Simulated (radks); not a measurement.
Results of a calculation; reference values are marked as such.
Numerical settings for neutral aluminium, [Ne] 3s2 3p1. Level of theory: Dirac Kohn-Sham, BLYP, spin-unpolarised, spherical densities, finite nucleus; open shells fill j = l - 1/2 first; Fermi nuclear charge, rms radius 3.061 fm (a radial shooting solver on a logarithmic mesh with Libxc functionals). The defaults (mesh step 0.008 in ln r, mesh end at 40 bohr or more with all orbitals vanishing there, Anderson mixing 0.5 over 9 steps, residual threshold near 1e-9 with the energy settled to 1e-9 hartree or 1e-11 of itself, here a cap of 55 iterations) give E = -242.8361 hartree and 3p1/2 at -2.570 eV in 18 iterations. Run on one thread of a shared host, so times are rough (Intel(R) Xeon(R) Platinum 8488C): 0.09 s of CPU time, 0.09 s wall, 18 iterations on 2309 mesh points. Changes against that run (0 stands for a change within the tolerance of the run):

setting,iterations,converged,E (mhartree),e(3p1/2) (meV),CPU (s)
mesh step in ln r 0.2,55,no,-1.51e+06,-,0.09
mesh step in ln r 0.12,55,no,-8.17e+05,-,0.11
mesh step in ln r 0.012,16,yes,0,0,0.06
mesh end (bohr) 2,17,level above zero,+6.52e+03,+7.89e+04,0.06
mesh end (bohr) 8,18,yes,+6.2,+387,0.08
residual threshold 0.01,9,yes,0,-0.587,0.06
residual threshold 1e-13,55,no,0,0,0.16
mixing 0.05,33,yes,0,0,0.13
"linear mixing, mixing 0.05",55,no,+0.188,-159,0.21
"linear mixing, mixing 0.5",55,no,-3.48e+04,-,0.31
mixing history 20,20,yes,0,0,0.1
iteration cap 3,3,no,+0.977,-10.6,0.03

Settled on a wrong energy, with an occupied level pushed above zero by the early mesh end: mesh end (bohr) 2 (+6.52 hartree). Apart from these: settings that end as converged yet miss the energy by more than 1 mhartree: mesh end (bohr) 8 (+0.0062 hartree). A mesh that ends early acts as a hard wall.
